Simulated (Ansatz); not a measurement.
Calculated with Ansatz (gas phase, PBE0-D4/def2-TZVP geometries, no zero-point term in ΔE). CCSD(T)/CBS adds triple-zeta CCSD(T) − MP2 to the extrapolated MP2 energy (def2 sets, frozen cores). Functionals use def2-TZVPP. Each species was taken in one conformer, which may not be the lowest.

`OC[SiH](F)F` → `C[Si](O)(F)F`  (isomerisation)

| level | ΔE (eV) |
| --- | --- |
| r2SCAN | -2.61 |
| HF/def2-TZVPP | -2.64 |
| CCSD(T)/def2-TZVPP | -2.59 |
| CCSD/CBS(def2) | -2.62 |

(1) What does CCSD(T)/CBS give? (An estimate is asked.)

Largest T1 diagnostic among the species: 0.011.

Answers

(1) Ansatz gave: -2.61 eV. The listed levels differ from it by 0.00, -0.03, 0.02, -0.01 eV.

From PBE to PBE0 (25 % exact exchange), in def2-TZVPP and without D4, ΔE moves by −0.10 eV.
